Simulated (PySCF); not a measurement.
# Computed records: AlFH

Calculation on a computer-drawn molecule: vertical ionisation energy to the stated ion spin, frozen-core CCSD(T) at the basis limit and cheaper methods, single-reference cases, UHF for radicals, no spin-orbit; all values are single points at the evaluated structure, the first of each entry, which is the reference or a displaced copy of it and isn't optimised; the reference structure only sets the zero of the energies above reference; triples share is (T) over the correlation energy. Program: PySCF 2.14.0.

Common to all runs: charge 1; multiplicity 1; ion multiplicity 2; diffuse functions no; basis cc-pV(n+d)Z; reference is the Hartree-Fock double-zeta minimum; best is HF at quadruple zeta + MP2 correlation extrapolated from triple and quadruple zeta + CCSD(T) minus MP2 at triple zeta; basis step is the size of the change from the same recipe one zeta lower.

```yaml
- entry: 1
  formula: AlFH
  evaluated_structure:
    atoms_angstrom:
      - [F, 0.3404, 2.154, -0.6496]
      - [Al, -0.8041, 2.5706, 0.375]
      - [H, -1.8203, 3.0004, 1.2936]
  reference_structure:
    atoms_angstrom:
      - [F, 0.3505, 2.1912, -0.6441]
      - [Al, -0.7959, 2.6126, 0.3928]
      - [H, -1.8943, 3.0164, 1.3863]
  given:
    drawn_bonds_atom: [1, 2]
    drawn_bonds_other_atom: [2, 3]
    drawn_bonds_order: [1, 1]
  results:
    "ionisation_energy_best [eV]": 21.68
    "ionisation_energy_basis_step [eV]": 0.002754
    "energy_above_reference_best [kcal/mol]": 2.404
    "energy_above_reference_basis_step [kcal/mol]": 0.009707
    triple_zeta_method: [HF, PBE, r2SCAN, B3LYP, wB97X, MP2, CCSD, "CCSD(T)"]
    "triple_zeta_ionisation_energy [eV]": [20.83, 21.1, 21.22, 21.5, 21.7, 21.41, 21.65, 21.6]
    "triple_zeta_energy_above_reference [kcal/mol]": [1.899, 3.021, 2.467, 2.353, 2.243, 2.252, 2.373, 2.453]
    "ionisation_energy_Koopmans_at_triple_zeta [eV]": 21.91
    "ionisation_energy_EOM_CCSD_at_triple_zeta [eV]": 21.71
    "total_energy_HF_triple_zeta [hartree]": -341.7498
    "total_energy_CCSD(T)_triple_zeta [hartree]": -342.0743
    "total_energy_best [hartree]": -342.1336
    T1_diagnostic_at_triple_zeta: 0.01455
    D1_diagnostic_at_triple_zeta: 0.02741
    ion_T1_diagnostic_at_triple_zeta: 0.0348
    ion_D1_diagnostic_at_triple_zeta: 0.1303
    ion_spin_squared_at_triple_zeta: 0.7538
    triples_share_at_triple_zeta: 0.02615
    basis_functions_triple_zeta: 83
- entry: 2
  formula: AlFH
  evaluated_structure:
    atoms_angstrom:
      - [F, 0.1685, 2.1442, -0.8107]
      - [Al, -0.8094, 2.6227, 0.2993]
      - [H, -1.8413, 2.8755, 1.5162]
  reference_structure:
    atoms_angstrom:
      - [F, 0.3505, 2.1912, -0.6441]
      - [Al, -0.7959, 2.6126, 0.3928]
      - [H, -1.8943, 3.0164, 1.3863]
  given:
    drawn_bonds_atom: [1, 2]
    drawn_bonds_other_atom: [2, 3]
    drawn_bonds_order: [1, 1]
  results:
    "ionisation_energy_best [eV]": 20.84
    "ionisation_energy_basis_step [eV]": 0.002628
    "energy_above_reference_best [kcal/mol]": 2.021
    "energy_above_reference_basis_step [kcal/mol]": 0.3243
    triple_zeta_method: [HF, PBE, r2SCAN, B3LYP, wB97X, MP2, CCSD, "CCSD(T)"]
    "triple_zeta_ionisation_energy [eV]": [19.89, 20.53, 20.56, 20.87, 20.9, 20.52, 20.79, 20.76]
    "triple_zeta_energy_above_reference [kcal/mol]": [1.434, 2.235, 2.026, 2.179, 2.165, 2.527, 1.996, 2.135]
    "ionisation_energy_Koopmans_at_triple_zeta [eV]": 20.91
    "ionisation_energy_EOM_CCSD_at_triple_zeta [eV]": 20.88
    "total_energy_HF_triple_zeta [hartree]": -341.7506
    "total_energy_CCSD(T)_triple_zeta [hartree]": -342.0748
    "total_energy_best [hartree]": -342.1342
    T1_diagnostic_at_triple_zeta: 0.01432
    D1_diagnostic_at_triple_zeta: 0.02688
    ion_T1_diagnostic_at_triple_zeta: 0.02559
    ion_D1_diagnostic_at_triple_zeta: 0.08476
    ion_spin_squared_at_triple_zeta: 0.7512
    triples_share_at_triple_zeta: 0.02588
    basis_functions_triple_zeta: 83
- entry: 3
  formula: AlFH
  evaluated_structure:
    atoms_angstrom:
      - [F, 0.3473, 2.1823, -0.6239]
      - [Al, -0.7734, 2.5663, 0.4219]
      - [H, -1.9724, 3.0838, 1.4523]
  reference_structure:
    atoms_angstrom:
      - [F, 0.3505, 2.1912, -0.6441]
      - [Al, -0.7959, 2.6126, 0.3928]
      - [H, -1.8943, 3.0164, 1.3863]
  given:
    drawn_bonds_atom: [1, 2]
    drawn_bonds_other_atom: [2, 3]
    drawn_bonds_order: [1, 1]
  results:
    "ionisation_energy_best [eV]": 20.67
    "ionisation_energy_basis_step [eV]": 0.008492
    "energy_above_reference_best [kcal/mol]": 2.429
    "energy_above_reference_basis_step [kcal/mol]": 0.1481
    triple_zeta_method: [HF, PBE, r2SCAN, B3LYP, wB97X, MP2, CCSD, "CCSD(T)"]
    "triple_zeta_ionisation_energy [eV]": [19.71, 20.37, 20.39, 20.69, 20.71, 20.34, 20.61, 20.58]
    "triple_zeta_energy_above_reference [kcal/mol]": [2.599, 2.035, 2.377, 2.514, 2.675, 2.915, 2.41, 2.431]
    "ionisation_energy_Koopmans_at_triple_zeta [eV]": 20.71
    "ionisation_energy_EOM_CCSD_at_triple_zeta [eV]": 20.7
    "total_energy_HF_triple_zeta [hartree]": -341.7487
    "total_energy_CCSD(T)_triple_zeta [hartree]": -342.0743
    "total_energy_best [hartree]": -342.1335
    T1_diagnostic_at_triple_zeta: 0.01481
    D1_diagnostic_at_triple_zeta: 0.02736
    ion_T1_diagnostic_at_triple_zeta: 0.02571
    ion_D1_diagnostic_at_triple_zeta: 0.08307
    ion_spin_squared_at_triple_zeta: 0.7514
    triples_share_at_triple_zeta: 0.02634
    basis_functions_triple_zeta: 83
- entry: 4
  formula: AlFH
  evaluated_structure:
    atoms_angstrom:
      - [F, 0.3302, 2.225, -0.6063]
      - [Al, -0.7753, 2.6355, 0.3781]
      - [H, -1.8743, 3.0257, 1.3982]
  reference_structure:
    atoms_angstrom:
      - [F, 0.3505, 2.1912, -0.6441]
      - [Al, -0.7959, 2.6126, 0.3928]
      - [H, -1.8943, 3.0164, 1.3863]
  given:
    drawn_bonds_atom: [1, 2]
    drawn_bonds_other_atom: [2, 3]
    drawn_bonds_order: [1, 1]
  results:
    "ionisation_energy_best [eV]": 21.13
    "ionisation_energy_basis_step [eV]": 0.003019
    "energy_above_reference_best [kcal/mol]": 1.877
    "energy_above_reference_basis_step [kcal/mol]": 0.3474
    triple_zeta_method: [HF, PBE, r2SCAN, B3LYP, wB97X, MP2, CCSD, "CCSD(T)"]
    "triple_zeta_ionisation_energy [eV]": [20.19, 20.78, 20.82, 21.13, 21.2, 20.83, 21.08, 21.05]
    "triple_zeta_energy_above_reference [kcal/mol]": [0.4761, 2.643, 1.882, 1.998, 1.83, 2.219, 1.738, 1.983]
    "ionisation_energy_Koopmans_at_triple_zeta [eV]": 21.23
    "ionisation_energy_EOM_CCSD_at_triple_zeta [eV]": 21.16
    "total_energy_HF_triple_zeta [hartree]": -341.7521
    "total_energy_CCSD(T)_triple_zeta [hartree]": -342.0751
    "total_energy_best [hartree]": -342.1344
    T1_diagnostic_at_triple_zeta: 0.01383
    D1_diagnostic_at_triple_zeta: 0.02563
    ion_T1_diagnostic_at_triple_zeta: 0.02626
    ion_D1_diagnostic_at_triple_zeta: 0.09012
    ion_spin_squared_at_triple_zeta: 0.7513
    triples_share_at_triple_zeta: 0.02546
    basis_functions_triple_zeta: 83
```
